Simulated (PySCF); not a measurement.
Gas-phase reaction: SiI₄ + Si = 2 SiI₂

Method: PySCF energies plus ideal-gas RRHO corrections (1 bar). † marks an energy on the PBE0/def2-TZVP geometry and frequencies; other levels use their own. MP2 and CCSD(T) freeze the core. Open shells (unrestricted): Si (multiplicity 3, electronic degeneracy 9); the rest are closed-shell singlets. Spin-orbit splitting is ignored; it lowers the true energy and changes the entropy of Si. B3LYP is the form with VWN-RPA correlation. I: scalar-relativistic def2 core potential, no spin-orbit coupling. MP2 isn't extrapolated to the basis-set limit; its ΔH°(298 K) is -109.6 kJ in def2-SVP and -110.2 kJ in def2-TZVPP. CCSD(T) isn't extrapolated to the basis-set limit. The harmonic model lacks anharmonicity and excited electronic states, which grow with temperature; levels with a mode under 35 cm⁻¹ are left out. Soft modes under 120 cm⁻¹ make the harmonic entropy rough for SiI₄, SiI₂.

```json
[
 {"level": "B3LYP/def2-TZVP†", "ΔE electronic, kJ": "-183", "ΔH°(298 K), kJ": "-187", "ΔS°(298 K), J/K": "60", "ΔG°(1600 K), kJ": "-267"},
 {"level": "CCSD(T)/def2-SVP†", "ΔE electronic, kJ": "-131", "ΔH°(298 K), kJ": "-135", "ΔS°(298 K), J/K": "60", "ΔG°(1600 K), kJ": "-214"},
 {"level": "HF/def2-TZVP†", "ΔE electronic, kJ": "-59", "ΔH°(298 K), kJ": "-63", "ΔS°(298 K), J/K": "60", "ΔG°(1600 K), kJ": "-142"},
 {"level": "M06-2X/def2-TZVP†", "ΔE electronic, kJ": "-172", "ΔH°(298 K), kJ": "-176", "ΔS°(298 K), J/K": "60", "ΔG°(1600 K), kJ": "-255"},
 {"level": "MP2/def2-SVP†", "ΔE electronic, kJ": "-106", "ΔH°(298 K), kJ": "-110", "ΔS°(298 K), J/K": "60", "ΔG°(1600 K), kJ": "-189"},
 {"level": "MP2/def2-TZVPP†", "ΔE electronic, kJ": "-106", "ΔH°(298 K), kJ": "-110", "ΔS°(298 K), J/K": "60", "ΔG°(1600 K), kJ": "-189"},
 {"level": "PBE/def2-TZVP†", "ΔE electronic, kJ": "-185", "ΔH°(298 K), kJ": "-189", "ΔS°(298 K), J/K": "60", "ΔG°(1600 K), kJ": "-268"},
 {"level": "PBE0/def2-SVP†", "ΔE electronic, kJ": "-154", "ΔH°(298 K), kJ": "-158", "ΔS°(298 K), J/K": "60", "ΔG°(1600 K), kJ": "-237"},
 {"level": "PBE0/def2-TZVP", "ΔE electronic, kJ": "-151", "ΔH°(298 K), kJ": "-155", "ΔS°(298 K), J/K": "60", "ΔG°(1600 K), kJ": "-235"},
 {"level": "r2SCAN/def2-TZVP†", "ΔE electronic, kJ": "-148", "ΔH°(298 K), kJ": "-152", "ΔS°(298 K), J/K": "60", "ΔG°(1600 K), kJ": "-231"},
 {"level": "ωB97M-V/def2-TZVP†", "ΔE electronic, kJ": "-156", "ΔH°(298 K), kJ": "-160", "ΔS°(298 K), J/K": "60", "ΔG°(1600 K), kJ": "-239"}
]
```
ΔH° is lowest at PBE/def2-TZVP† and highest at HF/def2-TZVP†. No reference value is set beside these.
